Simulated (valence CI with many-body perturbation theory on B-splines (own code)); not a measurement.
# From CI to CI+MBPT in Nd XX

Calculated by relativistic CI+MBPT: five valence electrons over a frozen Dirac-Fock core [Kr], radial functions for each j: 7 s, 7 p, 8 d, 6 f, 4 g, 1 h, with the one-electron correlation potential Σ1, the two-electron term Σ2, the three-electron term Σ3, Breit, model QED; selected CI, second order for the rest (own B-spline code, finite nucleus).

No measured spectrum was set against this ion. As an estimate, terms of the open shell hold to 2 to 4 % of their energy, and close levels can change places. Core correlation moves these levels by up to 12000 cm⁻¹, and in measured spectra 5 to 20 % of such shifts remained as error; rates that hang on mixing are uncertain with them. Among the levels kept, up to 270 cm⁻¹ of a level comes from second order outside the variational space, and about a tenth of that is noise between levels of different J, which matters for small intervals. Only levels of the ground parity were solved; by the run's estimate the other parity begins above the list, which can be wrong where configurations are misplaced.

Each rung adds one term. CI alone is the Dirac-Coulomb CI over the frozen core; QED comes last and gives the full result, which names the levels. Energies are above (4d3/2^4 4d5/2) J=5/2 [a] on the same rung, in eV.

Levels are named by their leading jj configuration (3d3/2^4 stands for four electrons in 3d with j = 3/2), which in mixed levels can hold well under half, so a name can repeat and another be missing. Letters in brackets count levels of one name in rising energy.

| Level | CI alone | Σ1 | Σ2 | Σ3 | Breit | QED | Full |
| --- | --- | --- | --- | --- | --- | --- | --- |
| (4d3/2^4 4d5/2) J=5/2 [b] | 4.953 | -0.0091 | -0.2942 | -0.2539 | +0.0346 | -0.0031 | 4.428 |
| (4d3/2^3 4d5/2^2) J=7/2 [a] | 7.516 | +0.0198 | -0.4235 | -0.2550 | -0.0387 | +0.0032 | 6.822 |
| (4d3/2^3 4d5/2^2) J=3/2 | 7.607 | +0.0164 | -0.2028 | -0.2984 | -0.0158 | +0.0030 | 7.110 |
| (4d3/2^3 4d5/2^2) J=11/2 | 8.137 | +0.0274 | -0.5303 | -0.2441 | -0.0869 | +0.0043 | 7.307 |
| (4d3/2^3 4d5/2^2) J=5/2 [a] | 8.443 | +0.0375 | -0.3214 | -0.2444 | -0.0674 | +0.0079 | 7.855 |
| (4d3/2^3 4d5/2^2) J=9/2 | 8.639 | +0.0339 | -0.4860 | -0.2441 | -0.0818 | +0.0063 | 7.867 |
| (4d3/2^3 4d5/2^2) J=1/2 | 8.978 | +0.0303 | -0.1285 | -0.3029 | -0.0495 | +0.0066 | 8.533 |
| (4d3/2^3 4d5/2^2) J=7/2 [b] | 10.600 | +0.0460 | -0.4432 | -0.3277 | -0.0862 | +0.0088 | 9.798 |
| (4d3/2^3 4d5/2^2) J=5/2 [b] | 10.924 | +0.0430 | -0.2426 | -0.3130 | -0.0860 | +0.0098 | 10.335 |
| (4d3/2^2 4d5/2^3) J=7/2 [a] | 12.194 | +0.0443 | -0.4679 | -0.4168 | -0.0988 | +0.0098 | 11.264 |
| (4d3/2^2 4d5/2^3) J=11/2 | 12.440 | +0.0667 | -0.6727 | -0.2800 | -0.1658 | +0.0142 | 11.402 |
| (4d3/2^2 4d5/2^3) J=1/2 [a] | 12.440 | +0.0724 | -0.2345 | -0.2930 | -0.1381 | +0.0171 | 11.864 |
| (4d3/2^2 4d5/2^3) J=3/2 [a] | 12.463 | +0.0504 | -0.1618 | -0.3532 | -0.0936 | +0.0111 | 11.916 |
| (4d3/2^2 4d5/2^3) J=9/2 [a] | 13.106 | +0.0583 | -0.5408 | -0.3574 | -0.1373 | +0.0125 | 12.141 |
| (4d3/2^2 4d5/2^3) J=3/2 [b] | 13.019 | +0.0633 | -0.0715 | -0.3271 | -0.1287 | +0.0158 | 12.571 |
| (4d3/2^2 4d5/2^3) J=13/2 | 13.880 | +0.0766 | -0.7952 | -0.3067 | -0.2136 | +0.0159 | 12.657 |
| (4d3/2^2 4d5/2^3) J=5/2 [a] | 13.993 | +0.0695 | -0.3579 | -0.3651 | -0.1361 | +0.0152 | 13.219 |
| (4d3/2^2 4d5/2^3) J=9/2 [b] | 15.507 | +0.0714 | -0.3452 | -0.3930 | -0.1641 | +0.0160 | 14.692 |
| (4d3/2^2 4d5/2^3) J=7/2 [b] | 16.222 | +0.0769 | -0.6281 | -0.4487 | -0.1686 | +0.0162 | 15.070 |
| (4d3/2^2 4d5/2^3) J=5/2 [b] | 15.853 | +0.0850 | -0.1924 | -0.3830 | -0.1598 | +0.0190 | 15.222 |
| (4d3/2^2 4d5/2^3) J=3/2 [c] | 17.177 | +0.0843 | -0.3808 | -0.5752 | -0.1529 | +0.0178 | 16.170 |
| (4d3/2 4d5/2^4) J=5/2 [a] | 17.056 | +0.0935 | -0.2732 | -0.4036 | -0.2084 | +0.0243 | 16.289 |
| (4d3/2^2 4d5/2^3) J=7/2 [c] | 17.624 | +0.0873 | -0.3277 | -0.4384 | -0.1817 | +0.0189 | 16.782 |
| (4d3/2^2 4d5/2^3) J=1/2 [b] | 18.157 | +0.0717 | -0.5109 | -0.5688 | -0.1331 | +0.0161 | 17.032 |
| (4d3/2 4d5/2^4) J=7/2 [a] | 18.824 | +0.1129 | -0.2842 | -0.4224 | -0.2575 | +0.0282 | 18.001 |
| (4d3/2^2 4d5/2^3) J=9/2 [c] | 19.214 | +0.1005 | -0.4857 | -0.4571 | -0.2194 | +0.0223 | 18.174 |
| (4d3/2 4d5/2^4) J=11/2 | 19.586 | +0.1250 | -0.4056 | -0.3710 | -0.3021 | +0.0293 | 18.661 |
| (4d3/2 4d5/2^4) J=3/2 [a] | 20.439 | +0.0948 | -0.2599 | -0.5350 | -0.1934 | +0.0234 | 19.568 |
| (4d3/2 4d5/2^4) J=5/2 [b] | 21.531 | +0.1237 | -0.1489 | -0.5699 | -0.2618 | +0.0294 | 20.703 |
| (4d3/2 4d5/2^4) J=9/2 | 22.782 | +0.1028 | -0.6543 | -0.6520 | -0.2282 | +0.0232 | 21.373 |
| (4d5/2^5) J=5/2 | 22.889 | +0.1269 | -0.4122 | -0.5463 | -0.2531 | +0.0293 | 21.833 |

The middle columns are the shifts that each term adds.

How does the ionisation energy move along the ladder, and which term matters most?

CI alone 557.54, + Σ1 559.73, + Σ2 562.25, + Σ3 562.27, + Breit 562.28, + QED 562.29 eV. The largest step is Σ2, 2.52 eV. NIST lists 562 ± 4 eV (theoretical).
